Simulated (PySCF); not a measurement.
CS2, charge +1, doublet, geometry from GFN2-xTB (a state made from the parent by changing its charge; the spin is typed, not shown lowest); DF-TPSS/6-31G in PySCF.

Input for PySCF:
```python
from pyscf import gto, scf, dft

mol = gto.Mole()
mol.atom = '''
    S    -0.00000000   -0.00000000   -1.55963386
    C     0.00000000    0.00000000    0.00000000
    S     0.00000000    0.00000000    1.55963386
'''
mol.basis = '6-31g'
mol.charge = 1
mol.spin = 1
mol.verbose = 5
mol.build()

mf = dft.UKS(mol)
mf.xc = 'tpss'
mf = mf.density_fit(auxbasis='def2-universal-jkfit')
mf.kernel()
mf.analyze()
```

Problem. Predict the main parts of the log of this PySCF run.

Solution. 
```
PySCF version 2.14.0

[INPUT] verbose = 5
[INPUT] max_memory = 4000
[INPUT] num. atoms = 3
[INPUT] num. electrons = 37
[INPUT] charge = 1
[INPUT] spin (= nelec alpha-beta = 2S) = 1
[INPUT] symmetry False subgroup None
[INPUT] Mole.unit = angstrom
[INPUT] Symbol           X                Y                Z      unit          X                Y                Z       unit  Magmom
[...]
[INPUT] ---------------- BASIS SET ----------------
[INPUT] l, kappa, [nprim/nctr], expnt,             c_1 c_2 ...
[INPUT] C
[...]
                                457.36951         0.0140373
                                103.94869         0.0688426
                                29.210155         0.2321844
                                9.286663          0.4679413
                                3.163927          0.362312
[...]
                                1.8812885         -0.1608542
                                0.5442493         1.1434564
[...]
                                1.8812885         0.316424
                                0.5442493         0.7443083
[...]
[INPUT] S
[...]
                                3301.49           0.01423
                                754.146           0.069696
                                212.711           0.238487
                                67.9896           0.483307
                                23.0515           0.338074
[...]
                                100.71            -0.031693
                                32.1599           -0.113317
                                11.8079           0.05609
                                4.6311            0.592255
                                1.87025           0.455006
[...]
                                0.922167          0.066957
                                0.341287          1.05451
[...]
                                100.71            0.030681
                                32.1599           0.130452
                                11.8079           0.327205
                                4.6311            0.452851
                                1.87025           0.256042
[...]
                                0.922167          0.310263
                                0.341287          0.754483
[...]
nuclear repulsion = 108.574654498973
number of shells = 19
number of NR pGTOs = 114
number of NR cGTOs = 35
basis = 6-31g
ecp = {}

******** <class 'pyscf.df.df_jk.DFUKS'> ********
method = DFUKS
initial guess = minao
damping factor = 0
level_shift factor = 0
DIIS = <class 'pyscf.scf.diis.CDIIS'>
diis_start_cycle = 1
diis_space = 8
diis_damp = 0
SCF conv_tol = 1e-09
SCF conv_tol_grad = None
SCF max_cycles = 50
direct_scf = False
number electrons alpha = 19  beta = 18
XC library pyscf.dft.libxc version 7.1.2
    S. Lehtola, C. Steigemann, M. J. T. Oliveira, and M. A. L. Marques,  SoftwareX 7, 1–5 (2018)
XC functionals = tpss
    J. Tao, J. P. Perdew, V. N. Staroverov, and G. E. Scuseria,  Phys. Rev. Lett. 91, 146401 (2003)
    J. P. Perdew, J. Tao, V. N. Staroverov, and G. E. Scuseria,  J. Chem. Phys. 120, 6898 (2004)
    J. Tao, J. P. Perdew, V. N. Staroverov, and G. E. Scuseria,  Phys. Rev. Lett. 91, 146401 (2003)
    J. P. Perdew, J. Tao, V. N. Staroverov, and G. E. Scuseria,  J. Chem. Phys. 120, 6898 (2004)
radial grids:
    Treutler-Ahlrichs [JCP 102, 346 (1995); DOI:10.1063/1.469408] (M4) radial grids

becke partition: Becke, JCP 88, 2547 (1988); DOI:10.1063/1.454033
pruning grids: <function nwchem_prune>
grids dens level: 3
symmetrized grids: False
atomic radii adjust function: <function treutler_atomic_radii_adjust>
small_rho_cutoff = 0
Set gradient conv threshold to 3.16228e-05
atom S rad-grids = 80, ang-grids = [ 50  50  50  50  50  50  50  50  50  50  50  50  50  50  50  50  50  50
  50  50  50  50  50  50  86  86  86  86  86  86  86  86  86  86  86  86
  86 350 350 350 350 350 350 350 350 350 434 434 434 434 434 434 434 434
 434 434 434 434 434 434 434 434 434 434 350 350 350 350 350 350 350 350
[...]
converged SCF energy = -834.070630193867  <S^2> = 0.76630577  2S+1 = 2.0162398
Total Energy =                        -834.070630193867260
[...]
0 S 3px          0.00000   0.03953   0.00405   0.00000   0.00000
0 S 3py         -0.00000  -0.00399   0.04011  -0.00000   0.00000
0 S 3pz         -0.24201   0.00000  -0.00000   0.10162  -0.03348
0 S 4px         -0.00000  -0.14753  -0.01411   0.00000  -0.00000
0 S 4py          0.00000   0.01489  -0.13981  -0.00000  -0.00000
0 S 4pz          0.53025  -0.00000   0.00000  -0.10070  -0.06245
1 C 1s          -0.00000   0.00000  -0.00000   0.00603   0.00000
1 C 2s          -0.00000   0.00000  -0.00000  -0.10284  -0.00000
1 C 3s          -0.00000   0.00000  -0.00000   0.94474   0.00000
1 C 2px         -0.00000  -0.05999  -0.00599   0.00000  -0.00000
1 C 2py          0.00000   0.00606  -0.05931   0.00000  -0.00000
1 C 2pz         -0.47151   0.00000  -0.00000  -0.00000   0.05758
1 C 3px          0.00000   0.96936   0.09809  -0.00000   0.00000
1 C 3py         -0.00000  -0.09786   0.97164   0.00000   0.00000
1 C 3pz          0.05547  -0.00000   0.00000  -0.00000   0.98594
2 S 1s           0.00037  -0.00000   0.00000   0.00016  -0.00031
2 S 2s          -0.00291   0.00000  -0.00000  -0.00107   0.00198
2 S 3s           0.18151  -0.00000   0.00000   0.04690   0.00536
2 S 4s          -0.12081   0.00000  -0.00000  -0.16050  -0.08513
2 S 2px         -0.00000  -0.00087  -0.00008  -0.00000   0.00000
2 S 2py          0.00000   0.00009  -0.00084   0.00000   0.00000
2 S 2pz          0.00458  -0.00000   0.00000   0.00116  -0.00239
2 S 3px          0.00000   0.03953   0.00405  -0.00000  -0.00000
2 S 3py         -0.00000  -0.00399   0.04011  -0.00000  -0.00000
2 S 3pz         -0.24201   0.00000  -0.00000  -0.10162  -0.03348
2 S 4px         -0.00000  -0.14753  -0.01411  -0.00000   0.00000
2 S 4py          0.00000   0.01489  -0.13981   0.00000  -0.00000
2 S 4pz          0.53025  -0.00000   0.00000   0.10070  -0.06245

To work with the spin densities directly, `use mulliken_meta_spin()` only printing them here.

 ** Mulliken spin pop alpha/beta on meta-lowdin orthogonal AOs **
 ** Mulliken Spin Density (per AO)  **
spin_pop of  0 S 1s        0.00000
spin_pop of  0 S 2s       -0.00000
spin_pop of  0 S 3s        0.00580
spin_pop of  0 S 4s       -0.00004
spin_pop of  0 S 2px       0.00007
spin_pop of  0 S 2py       0.00000
spin_pop of  0 S 2pz      -0.00000
spin_pop of  0 S 3px       0.55089
spin_pop of  0 S 3py       0.02257
spin_pop of  0 S 3pz       0.00710
spin_pop of  0 S 4px       0.00354
spin_pop of  0 S 4py       0.00055
spin_pop of  0 S 4pz       0.00083
spin_pop of  1 C 1s        0.00000
spin_pop of  1 C 2s       -0.01505
spin_pop of  1 C 3s        0.00015
spin_pop of  1 C 2px      -0.11928
spin_pop of  1 C 2py      -0.03617
spin_pop of  1 C 2pz      -0.01237
spin_pop of  1 C 3px       0.00018
spin_pop of  1 C 3py       0.00003
spin_pop of  1 C 3pz      -0.00012
spin_pop of  2 S 1s        0.00000
spin_pop of  2 S 2s       -0.00000
spin_pop of  2 S 3s        0.00580
spin_pop of  2 S 4s       -0.00004
spin_pop of  2 S 2px       0.00007
spin_pop of  2 S 2py       0.00000
spin_pop of  2 S 2pz      -0.00000
spin_pop of  2 S 3px       0.55089
spin_pop of  2 S 3py       0.02257
spin_pop of  2 S 3pz       0.00710
spin_pop of  2 S 4px       0.00354
spin_pop of  2 S 4py       0.00055
spin_pop of  2 S 4pz       0.00083
 ** Mulliken Spin Density (per atom)  **
spin density of  0 S =      0.59131
spin density of  1 C =     -0.18262
spin density of  2 S =      0.59131
 ** Mulliken pop alpha/beta on meta-lowdin orthogonal AOs **
 ** Mulliken pop       alpha | beta **
[...]
In total            19.00000 | 18.00000
 ** Mulliken atomic charges   ( Nelec_alpha | Nelec_beta ) **
charge of  0S =      0.57835  (     8.00648      7.41517 )
charge of  1C =     -0.15671  (     2.98705      3.16966 )
charge of  2S =      0.57835  (     8.00648      7.41517 )

WARN: System has nonzero charge 1; the dipole moment is origin-dependent.
Location of origin: [0. 0. 0.]

Dipole moment(X, Y, Z, Debye): -0.00000, -0.00000,  0.00000
```
